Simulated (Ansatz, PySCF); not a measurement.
3,3,3-trifluoro-2-methylprop-1-ene (C4H5F3), SMILES C=C(C)C(F)(F)F. Atoms are numbered in the order given.

```xyz
12

C      0.3335     1.9649    -0.1217
C      0.5811     0.6862     0.1640
C      1.8352     0.1681     0.7922
C     -0.4490    -0.3656    -0.1486
F     -0.8199    -1.0153     0.9638
F      0.0490    -1.2867    -0.9855
F     -1.5520     0.1280    -0.7090
H     -0.6068     2.2735    -0.5819
H      1.0724     2.7388     0.1001
H      1.6109    -0.3459     1.7401
H      2.5408     0.9846     0.9926
H      2.3235    -0.5677     0.1341
```

Geometry: PBE0-D3(BJ)/def2-SVP.

Two levels are set side by side: PBE-D3(BJ)/def2-SVP (Ansatz, a first-principles code) and PBE0-D3(BJ)/def2-SVP (Ansatz). Each level has its own optimised geometry; the coordinates shown are those of the second. Frequencies come from the Hessian of PySCF at each geometry. Differences are taken from unrounded values.

```csv
quantity,PBE0-D3(BJ),PBE-D3(BJ),PBE-D3(BJ) minus PBE0-D3(BJ)
mean bond length (Å),1.257,1.269,0.011
bond C1–C2 (Å),1.333,1.345,0.011
bond C2–C3 (Å),1.495,1.502,0.007
bond C2–C4 (Å),1.505,1.513,0.008
bond C4–F5 (Å),1.341,1.360,0.019
bond C4–F6 (Å),1.341,1.360,0.019
bond C4–F7 (Å),1.332,1.350,0.018
bond C1–H8 (Å),1.091,1.099,0.008
bond C1–H9 (Å),1.093,1.101,0.008
bond C3–H10 (Å),1.101,1.110,0.008
bond C3–H11 (Å),1.098,1.106,0.008
bond C3–H12 (Å),1.101,1.110,0.008
highest harmonic wavenumber (cm⁻¹),3289,3195,-93
mean harmonic wavenumber (cm⁻¹),1259,1212,-47
zero-point energy (kcal/mol),54.01,51.98,-2.02
```

Exact exchange shortens and stiffens bonds; PBE has none. Differences between two approximate levels are no errors against the true value.
